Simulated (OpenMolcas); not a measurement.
Computed transition rates of Co⁵⁺

| Property | Result |
| --- | --- |
| Program | OpenMolcas 26.06 |
| Method | CASSCF |
| Basis | ANO-RCC-VTZP [6s5p3d2f1g] |
| Scalar Hamiltonian | DKH2, point nucleus |
| Active space | 4 electrons in 5 orbitals (3d) |
| State averaging | 2S+1 = 5 even, 5 roots; 2S+1 = 3 even, 45 roots kept (CI in the orbitals of an earlier block); 2S+1 = 1 even, 50 roots kept (CI in the orbitals of an earlier block) |
| Spin-orbit coupling | state interaction with AMFI integrals over the reference wave functions, term energies averaged over their components |

Rates come from the transition moments of the reference wave functions (E1 and E2 in the length form). At fixed line strength A goes as λ^-3 for E1 and M1 and as λ^-5 for E2, so a rate at the computed wavelength can be rescaled to the measured one. Measured vacuum wavelengths follow from level energies in Sugar and Corliss, J. Phys. Chem. Ref. Data 10, 1097 (1981). Branching counts decays inside the model space alone, at computed energies, and the table is only a selection of the E2 and M1 lines, drawn from those between levels with measured partners whose computed energy lies within a factor of 1.5 of the measured one.

```json
{"Upper": "3d4 5D1", "Lower": "3d4 5D0", "Type": "M1", "λ computed (nm)": "45950", "λ measured (nm)": "49020", "A computed (s-1)": "5.57e-04", "A rescaled (s-1)": "4.59e-04", "Branching %": "100.0"}
{"Upper": "3d4 5D2", "Lower": "3d4 5D1", "Type": "M1", "λ computed (nm)": "23880", "λ measured (nm)": "25970", "A computed (s-1)": "4.17e-03", "A rescaled (s-1)": "3.24e-03", "Branching %": "100.0"}
{"Upper": "3d4 3H5", "Lower": "3d4 3H4", "Type": "M1", "λ computed (nm)": "21210", "λ measured (nm)": "23290", "A computed (s-1)": "2.76e-03", "A rescaled (s-1)": "2.08e-03", "Branching %": "98.7"}
{"Upper": "3d4 3H6", "Lower": "3d4 3H5", "Type": "M1", "λ computed (nm)": "19780", "λ measured (nm)": "23370", "A computed (s-1)": "2.87e-03", "A rescaled (s-1)": "1.74e-03", "Branching %": "99.1"}
{"Upper": "3d4 5D3", "Lower": "3d4 5D2", "Type": "M1", "λ computed (nm)": "16800", "λ measured (nm)": "18670", "A computed (s-1)": "9.78e-03", "A rescaled (s-1)": "7.13e-03", "Branching %": "100.0"}
{"Upper": "3d4 5D4", "Lower": "3d4 5D3", "Type": "M1", "λ computed (nm)": "13410", "λ measured (nm)": "15220", "A computed (s-1)": "1.12e-02", "A rescaled (s-1)": "7.66e-03", "Branching %": "100.0"}
{"Upper": "3d4 1I6", "Lower": "3d4 3H6", "Type": "M1", "λ computed (nm)": "673.7", "λ measured (nm)": "737.1", "A computed (s-1)": "4.23e-01", "A rescaled (s-1)": "", "Branching %": "56.0"}
{"Upper": "3d4 1I6", "Lower": "3d4 3H5", "Type": "M1", "λ computed (nm)": "651.5", "λ measured (nm)": "714.6", "A computed (s-1)": "3.32e-01", "A rescaled (s-1)": "", "Branching %": "43.9"}
{"Upper": "3d4 1S0(1)", "Lower": "3d4 3P1(1)", "Type": "M1", "λ computed (nm)": "429.4", "λ measured (nm)": "591.3", "A computed (s-1)": "5.53e+00", "A rescaled (s-1)": "", "Branching %": "100.0"}
{"Upper": "3d4 1D2(1)", "Lower": "3d4 3F3(1)", "Type": "M1", "λ computed (nm)": "394.1", "λ measured (nm)": "452.4", "A computed (s-1)": "1.32e+00", "A rescaled (s-1)": "", "Branching %": "38.3"}
{"Upper": "3d4 3H4", "Lower": "3d4 5D4", "Type": "M1", "λ computed (nm)": "346.5", "λ measured (nm)": "376", "A computed (s-1)": "4.31e-03", "A rescaled (s-1)": "", "Branching %": "84.4"}
{"Upper": "3d4 3P0(1)", "Lower": "3d4 5D1", "Type": "M1", "λ computed (nm)": "308.3", "λ measured (nm)": "370.9", "A computed (s-1)": "4.37e+00", "A rescaled (s-1)": "", "Branching %": "100.0"}
{"Upper": "3d4 3P1(1)", "Lower": "3d4 5D2", "Type": "M1", "λ computed (nm)": "300.2", "λ measured (nm)": "358.8", "A computed (s-1)": "3.38e+00", "A rescaled (s-1)": "", "Branching %": "88.7"}
{"Upper": "3d4 3F4(1)", "Lower": "3d4 5D4", "Type": "M1", "λ computed (nm)": "294.7", "λ measured (nm)": "344.4", "A computed (s-1)": "2.33e+00", "A rescaled (s-1)": "", "Branching %": "81.0"}
{"Upper": "3d4 3F3(1)", "Lower": "3d4 5D3", "Type": "M1", "λ computed (nm)": "290.2", "λ measured (nm)": "338.9", "A computed (s-1)": "1.35e+00", "A rescaled (s-1)": "", "Branching %": "65.0"}
{"Upper": "3d4 3P2(1)", "Lower": "3d4 5D3", "Type": "M1", "λ computed (nm)": "286.3", "λ measured (nm)": "340.4", "A computed (s-1)": "2.28e+00", "A rescaled (s-1)": "", "Branching %": "90.1"}
{"Upper": "3d4 3F2(1)", "Lower": "3d4 5D2", "Type": "M1", "λ computed (nm)": "285.8", "λ measured (nm)": "333.7", "A computed (s-1)": "6.02e-01", "A rescaled (s-1)": "", "Branching %": "57.4"}
{"Upper": "3d4 3G4", "Lower": "3d4 5D4", "Type": "M1", "λ computed (nm)": "266", "λ measured (nm)": "305.9", "A computed (s-1)": "1.51e-01", "A rescaled (s-1)": "", "Branching %": "38.0"}
{"Upper": "3d4 1G4(2)", "Lower": "3d4 1I6", "Type": "E2", "λ computed (nm)": "212.8", "λ measured (nm)": "261.6", "A computed (s-1)": "9.15e+00", "A rescaled (s-1)": "3.26e+00", "Branching %": "63.1"}
{"Upper": "3d4 3D3", "Lower": "3d4 5D4", "Type": "M1", "λ computed (nm)": "207", "λ measured (nm)": "250.7", "A computed (s-1)": "1.19e+00", "A rescaled (s-1)": "", "Branching %": "58.4"}
{"Upper": "3d4 3F4(2)", "Lower": "3d4 3H6", "Type": "E2", "λ computed (nm)": "196.3", "λ measured (nm)": "240.6", "A computed (s-1)": "7.25e+00", "A rescaled (s-1)": "2.62e+00", "Branching %": "39.5"}
{"Upper": "3d4 3F3(2)", "Lower": "3d4 3H5", "Type": "E2", "λ computed (nm)": "193.6", "λ measured (nm)": "237", "A computed (s-1)": "6.90e+00", "A rescaled (s-1)": "2.51e+00", "Branching %": "37.7"}
{"Upper": "3d4 3F2(2)", "Lower": "3d4 3H4", "Type": "E2", "λ computed (nm)": "192", "λ measured (nm)": "235", "A computed (s-1)": "7.86e+00", "A rescaled (s-1)": "2.86e+00", "Branching %": "40.2"}
{"Upper": "3d4 1D2(2)", "Lower": "3d4 1G4(1)", "Type": "E2", "λ computed (nm)": "130.4", "λ measured (nm)": "154.8", "A computed (s-1)": "6.44e+01", "A rescaled (s-1)": "2.73e+01", "Branching %": "66.5"}
{"Upper": "3d4 1S0(2)", "Lower": "3d4 1D2(1)", "Type": "E2", "λ computed (nm)": "98.13", "λ measured (nm)": "117.8", "A computed (s-1)": "1.24e+02", "A rescaled (s-1)": "4.97e+01", "Branching %": "82.1"}
```

Spin-changing lines and M1 lines between different terms are not rescaled, since their strength hangs on the term gaps too.

The largest correction is for 3d4 1G4(2) → 3d4 1I6 (E2): 9.15e+00 × (212.8 / 261.6)^5 = 3.26e+00 s-1, a factor of 0.36.

The computed rate and branching of 3d4 5D1 → 3d4 5D0 give the upper level a radiative lifetime of 1.000 / 5.57e-04 s-1 = 1.80e+03 s, counting decays inside the model space alone. The rescaled rate gives about 2.2e+03 s.

The computed order of these levels differs from the measured one in 4 places, and where term gaps are wrong the rates of spin-changing lines can be off by large factors.

These are rates of the free ion; in crystals, glasses and complexes forced electric-dipole and non-radiative decay shorten such lifetimes by orders of magnitude. No measured rate stands beside these. Rescaling mends the energy factor alone: line strengths can still be far off where a level mixes with configurations outside the active space, and weak or spin-changing lines hang on small mixing coefficients that depend on the term gaps too, so rescaling need not improve them.

Without dynamic correlation excited terms often stand tens of per cent too high (terms of higher spin than the ground term too low), and those without a measured partner can miss by more than the paired ones. Terms from blocks run as CI alone lack orbitals of their own. Computed and measured levels are paired by configuration, term and J; levels that our copy of the source lacks, or whose pairing is in doubt (as where it misses far off the trend of its configuration), stay unpaired. Only configurations of the active space appear.

A number in round brackets counts repeated terms of one configuration in the order of the reference energies.
